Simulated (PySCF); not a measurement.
A PySCF script (with the pyscf-properties extension) for the NMR shieldings of `CB(C)c1cc(O)c(C)o1`, C7H11BO2, on a GFN2-xTB geometry:

```python
import basis_set_exchange as bse
import numpy as np
from pyscf import gto, dft
from pyscf.prop import nmr

atoms = """
C    -2.237135   -1.258036    1.100227
B    -1.775421   -0.082212    0.154800
C    -2.799164    0.890446   -0.555456
C    -0.273632    0.124619   -0.084266
C     0.412061    1.053603   -0.848527
C     1.782641    0.781590   -0.704264
O     2.843849    1.427431   -1.266011
C     1.875463   -0.301806    0.142432
C     3.064593   -1.030003    0.655562
O     0.647128   -0.689184    0.508587
H    -1.870351   -2.214383    0.729846
H    -3.314913   -1.337726    1.215784
H    -1.803468   -1.144184    2.092845
H    -3.838617    0.668649   -0.329429
H    -2.615517    1.924858   -0.269253
H    -2.684221    0.852883   -1.637591
H    -0.026575    1.834063   -1.438714
H     2.511017    2.146318   -1.813698
H     3.710824   -0.353465    1.212623
H     3.643051   -1.439121   -0.171252
H     2.739469   -1.837398    1.305284
"""
names = dict.fromkeys(["C", "B", "O", "H"], "pcSseg-1")
basis = {el: gto.basis.parse(bse.get_basis(n, elements=[el], fmt="nwchem")) for el, n in names.items()}
mol = gto.M(atom=atoms, basis=basis, charge=0, verbose=0)
mf = dft.RKS(mol, xc="PBE0")
mf.grids.level = 2
mf.grids.alignment = dft.numint.BLKSIZE   # the property module wants whole blocks of grid points
mf.conv_tol = 1e-9
mf.kernel()

calc = nmr.RKS(mf)   # GIAO
C = mf.mo_coeff
Co = C[:, mf.mo_occ > 0]
resp = mf.gen_response(singlet=True, hermi=2)
def vind(x):   # induced exchange potential for any number of trial vectors
    d = np.einsum("pi,xij,qj->xpq", C, 2 * x.reshape(-1, C.shape[1], Co.shape[1]), Co, optimize=True)
    return np.einsum("xpq,pi,qj->xij", resp(d - d.transpose(0, 2, 1)), C, Co, optimize=True).ravel()
mo1, _ = nmr.rhf.solve_mo1(calc, with_cphf=vind)
sigma = calc.kernel(mo1)
for i, s in enumerate(sigma):   # ppm
    w = np.linalg.eigvalsh((s + s.T) / 2)
    print("%2d %-2s iso %8.1f  s11 %8.1f  s22 %8.1f  s33 %8.1f" % (i, mol.atom_pure_symbol(i), w.mean(), *w))
```

Question: Give the expected output.

Answer: 
```
 0 C  iso    176.3  s11    161.4  s22    180.3  s33    187.2
 1 B  iso     36.0  s11    -32.6  s22     19.8  s33    120.8
 2 C  iso    177.7  s11    165.8  s22    176.8  s33    190.5
 3 C  iso     20.9  s11    -56.0  s22     16.4  s33    102.3
 4 C  iso     63.1  s11    -13.2  s22     57.0  s33    145.4
 5 C  iso     36.2  s11    -22.4  s22     28.5  s33    102.5
 6 O  iso    258.2  s11    227.2  s22    267.5  s33    280.0
 7 C  iso     39.8  s11    -20.7  s22     37.6  s33    102.6
 8 C  iso    172.9  s11    159.4  s22    168.6  s33    190.6
 9 O  iso     26.2  s11    -99.8  s22    -53.1  s33    231.6
10 H  iso     30.5  s11     25.8  s22     30.0  s33     35.7
11 H  iso     30.8  s11     26.6  s22     29.8  s33     36.0
12 H  iso     30.5  s11     25.8  s22     30.0  s33     35.7
13 H  iso     30.7  s11     26.4  s22     29.7  s33     36.1
14 H  iso     30.8  s11     26.2  s22     30.2  s33     35.9
15 H  iso     30.8  s11     26.1  s22     30.2  s33     35.9
16 H  iso     24.8  s11     22.5  s22     23.3  s33     28.6
17 H  iso     28.1  s11     18.8  s22     26.6  s33     39.0
18 H  iso     29.1  s11     24.6  s22     27.3  s33     35.5
19 H  iso     29.1  s11     24.6  s22     27.3  s33     35.5
20 H  iso     29.2  s11     24.1  s22     28.8  s33     34.8
```

These numbers come from an equivalent density-fitted implementation of the same equations, which agrees with the script to about 0.01 ppm for H and up to a few tenths of a ppm for heavy atoms, so last digits may differ.

Size and cost of the density-fitted run: 225 basis functions, 93 s wall time on 1 thread of an Arm Neoverse N1, shared host; peak memory 0.93 GiB.
